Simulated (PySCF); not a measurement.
## Ionisation energy of Nd³⁶⁺ by level of theory

Nd³⁶⁺ [Ar] 3d6 [3d3/2^4 3d5/2^2, M_J = 4] → Nd³⁷⁺ [Ar] 3d5 [3d3/2^4 3d5/2^1, M_J = 5/2], as a difference of total energies. Calculation: PySCF 2.14, in an even-tempered Gaussian basis (16 s from 7 bohr⁻², ratio 2.8; 12 p from 9 bohr⁻², ratio 2.8; 8 d from 9 bohr⁻², ratio 2.8; 3 f from 32 bohr⁻², ratio 3); the two-component X2C-1e Hamiltonian. Correlated levels: [Ne] frozen; the 74 highest virtual spinors dropped. "Screened" scales the spin-orbit matrix elements by Boettger's factors to mimic the two-electron term; Breit and QED terms are absent.

| method | ionisation energy (eV) |
| --- | --- |
| GHF (spin-free) | 2521.0 |
| GMP2 (spin-free) | 2522.1 |
| GHF (screened spin-orbit) | 2525.5 |
| GMP2 (screened spin-orbit) | 2525.8 |

Breit and QED terms and the two-electron picture change are absent.

The spin-free rows relax to the high-spin LS determinant and lack the spin-orbit shift.

The labels give the starting determinants; with spin-orbit coupling the two ends relaxed to ⟨J²⟩ = 20.02, ⟨L²⟩ = 10.28, ⟨S²⟩ = 3.79 and ⟨J²⟩ = 8.76, ⟨L²⟩ = 3.01, ⟨S²⟩ = 4.68.

For comparison: 2525 ± 5 eV (theoretical estimate listed by NIST; NIST Atomic Spectra Database, ionization energies).
